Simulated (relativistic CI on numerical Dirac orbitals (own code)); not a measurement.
## Tc⁶⁺ (4d) in a crystal field

Calculated by Dirac-Coulomb-Breit CI, separate exchange-only KLI orbitals for each configuration, QED by a radiative potential, valence Slater integrals scaled by 0.7, one configuration in a parametric crystal field (own radial code).

Field parameters in Wybourne normalisation: D4h B²₀ = −7Ds, B⁴₀ = 21(Dq − Dt), B⁴₄ = 21√(5/14) Dq. The field is a parameter set, without covalency.

S is read from ⟨S²⟩ = S(S + 1).

Levels (cm⁻¹, degeneracy): 0 (2), 1218 (2), 7894 (2), 38082 (2), 40527 (2).

**Question.** Which field gives this pattern?
A. D4h, 10Dq = 32650, Ds = -270, Dt = -600 cm⁻¹
B. D4h, 10Dq = 32650, Ds = -1500, Dt = -600 cm⁻¹
C. D4h, 10Dq = 32650, Ds = 1770, Dt = -600 cm⁻¹
D. D4h, 10Dq = 32650, Ds = 1360, Dt = -600 cm⁻¹

**Answer.** D. D4h, 10Dq = 32650, Ds = 1360, Dt = -600 cm⁻¹, ground level with S = 0.50.
